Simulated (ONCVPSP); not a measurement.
# What one change does to a pseudopotential (silver (Ag), ONCV)

silver, optimised norm-conserving Vanderbilt (ONCV), made with ONCVPSP 4.0.1 (PBE, scalar-relativistic). Core [Ar] 3d10, reference 4s2 4p6 4d10 5s0.75 (charge +0.25). Waves: 4s+5s: rc 1.75 bohr, ncon 3, nbas 7, qcut 9 1/bohr, 2 projectors; 4p: rc 1.60 bohr, ncon 3, nbas 6, qcut 9.9 1/bohr, 2 projectors, debl 2.6 Ha; 4d: rc 1.60 bohr, ncon 4, nbas 8, qcut 12 1/bohr, local. Local part: the d channel. Core correction: Teter function, fcfact 3.5, rcfact 1.1.

All-electron outer shells of the reference configuration (PBE, scalar-relativistic, ld1.x):

| shell | level (eV) | outermost node (bohr) | outermost maximum (bohr) |
| --- | --- | --- | --- |
| 3d | -360.36 | – | 0.27 |
| 4s | -96.97 | 0.44 | 0.82 |
| 4p | -60.49 | 0.44 | 0.88 |
| 4d | -9.36 | 0.43 | 1.04 |
| 5s | -6.02 | 1.11 | 2.46 |

Change: d: qcut 13.5.

Cutoffs: the cutoffs (Ha) at which the residual kinetic energy of the hardest occupied pseudo-wave falls to 1 and 0.1 mHa per electron; they do not see the model core or the augmentation charge, which bear on the density cutoff. Errors are all-electron minus pseudo energies relative to the spin-unpolarised reference configuration.

Task: How do hardness, ghosts and transferability respond?

Result: The potential gets neither clearly harder nor softer (36 Ha and 44 Ha → 30 Ha and 55 Ha); of the 4 tests that both files solve, the error grows in 2 and shrinks in 0 by more than 15 % and 0.3 meV (median size 1.3 → 3.4 meV); neither file shows a bound ghost.

| quantity | base | changed |
| --- | --- | --- |
| cutoff, loose | 36 Ha | 30 Ha |
| cutoff, tight | 44 Ha | 55 Ha |
| loose cutoff by channel | s 23 Ha, p 18 Ha, d 36 Ha | s 23 Ha, p 18 Ha, d 30 Ha |
| bound ghosts | none | none |
| GHOST(+) flags under 300 eV | none | none |
| error for 4s2 4p6 4d10 5s1, meV [ΔE -1.30 eV] | +0.2 | +0.2 |
| error for 4s2 4p6 4d10 5s0, meV [ΔE 6.46 eV] | -1.6 | -1.6 |
| error for 4s2 4p6 4d9 5s0, meV [ΔE 28.57 eV] | -2.3 | -5.2 |
| error for 4s2 4p6 4d8 5s0, meV [ΔE 64.76 eV] | -1.0 | -13 |
| s: phases at 1.77 bohr within 0.05 rad from the reference energy up to (Ha; the scan ends near 5) | to the end of the scan | to the end of the scan |
| p: phases at 1.62 bohr within 0.05 rad from the reference energy up to (Ha; the scan ends near 5) | to the end of the scan | to the end of the scan |
| d: phases at 1.62 bohr within 0.05 rad from the reference energy up to (Ha; the scan ends near 5) | 3.4 | 3.0 |
| rms error of d²Exc/dni dnj with the model core, mHa | 0.57 | 0.59 |
